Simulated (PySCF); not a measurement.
Pd(2+): ionisation energy

Pd(2+) [Kr] 4d8 (3F) → Pd(3+) [Kr] 4d7 (4F), as a difference of total energies. Computed with PySCF 2.14 in x2c-QZVPPall (13s8p7d4f2g, 118 functions), with the spin-free X2C one-electron Hamiltonian (Gaussian nucleus). Correlated levels: valence: [Kr] frozen; valence and next inner shell: [Ar] 3d10 frozen. The calculations carry no spin-orbit coupling.

| method | ionisation energy (eV) |
| --- | --- |
| UHF | 31.119 |
| LDA | 33.601 |
| PBE | 33.224 |
| PBE0 | 33.020 |
| r2SCAN | 33.047 |
| MP2 (valence) | 32.797 |
| SCS-MP2 (valence) | 32.816 |
| MP2 (valence and next inner shell) | 32.863 |
| SCS-MP2 (valence and next inner shell) | 32.740 |

How much does correlation contribute at MP2 (valence and next inner shell)?

32.863 − (31.119) = 1.744 eV, measured against UHF.

A first-order spin-orbit estimate (lowest level to lowest level, LS coupling) adds -0.026 eV.

Errors of the correlated levels include the incompleteness of this basis and the frozen core.

For comparison: 32.93 eV (semi-empirical (NIST evaluation); NIST Atomic Spectra Database, ionization energies).
